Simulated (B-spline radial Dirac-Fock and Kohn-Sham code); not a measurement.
Ni¹⁸⁺: scattering cross sections and density moments

System: the Ni¹⁸⁺ ion, [He] 2s2 2p6.

Model: relativistic Hartree-Fock (Dirac-Fock) wave functions, averaged over the configuration. Program: a radial atomic solver.

| Property | Result |
| --- | --- |
| Sum of ⟨r⟩ | 1.851 bohr |
| Sum of ⟨r²⟩ | 0.4671 bohr² |
| Sum of ⟨1/r⟩ | 105.03 per bohr |
| Langevin diamagnetic susceptibility | -0.370 × 10⁻⁶ cm³/mol |
| Lamb shielding (α²/3)Σ⟨1/r⟩ | 1864 ppm |

Coherent scattering is the Thomson cross section weighted by f₀², without anomalous dispersion; incoherent scattering is Klein-Nishina weighted by S. The Lamb formula is the non-relativistic shielding expression. Electron correlation is left out. A dash stands where the photon energy is too low for the impulse approximation behind that column.

```tsv
hν (keV)	coherent (b)	incoherent (b)	incoherent per electron (b)
2	65.93	–	–
5	62.97	–	–
17.4793	38.24	1.673	0.167
20	33.60	1.976	0.198
30	20.51	2.910	0.291
200	0.8914	3.822	0.382
500	0.1525	2.846	0.285
1000	0.03864	2.100	0.210
```

Incoherent scattering overtakes coherent scattering between 30 and 200 keV.

Values without a named source are computed, but for edge energies of neutral atoms, which are taken from tables.
